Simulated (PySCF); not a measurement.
**Structure from 2D NMR**

Compound of formula C5H5F3Si. Correlations simulated from computed shifts and the bond graph:

HSQC (one-bond C–H):
```tsv
δH	δC
6.37	144.2
4.32	89.8
2.02	20.9
```

HMBC (two and three bonds, from the bond graph):
```tsv
δH	δC
6.37	187.0, 152.4, 89.8, 20.9
4.32	187.0, 152.4, 144.2
2.02	152.4, 144.2
```

Carbons without hydrogens: δ 187.0, 152.4.

Level of theory: GFN2-xTB geometry, PBE0/pcSseg-1 with gauge-including orbitals, in PySCF (equivalent nuclei averaged, one computed conformer, non-relativistic Hamiltonian, isolated molecule).

Shifts are taken against calculated references (same method and geometry level): 1H (31.72 ppm) and 13C (186.93 ppm) vs TMS.

Exchangeable hydrogens are left out of these lists.

Q: Work out the connectivity.

A: `CC1=CC(F)=C[Si]1(F)F`.

Mapped SMILES: `[CH3:1][C:2]1=[CH:3][C:4]([F:5])=[CH:6][Si:7]1([F:8])[F:9]`. Hydrogens are named by the atom that carries them.

1. δC 187.0 is C4, a fully substituted alkene carbon.
2. δC 152.4 is C2, a fully substituted alkene carbon.
3. δC 144.2 is C3, an alkene CH (δH 6.37).
4. δC 89.8 is C6, an alkene CH (δH 4.32).
5. δC 20.9 is C1, an allylic methyl carbon (δH 2.02).
6. HMBC from δH 6.37 reaches the proton-free carbons C4, C2.
7. HMBC from δH 4.32 reaches the proton-free carbons C4, C2.
8. HMBC from δH 2.02 reaches the proton-free carbon C2.

The shifts were computed for this structure.

Shifts are as computed. Against solution values, carbons near 30 ppm lie about +3 ppm off and those near 130 ppm about +5 ppm. Of 1211 compounds with measured shifts, 218 miss one by over three times the rms of a fit or turn the order of signals round; such compounds aren't used in these exercises.
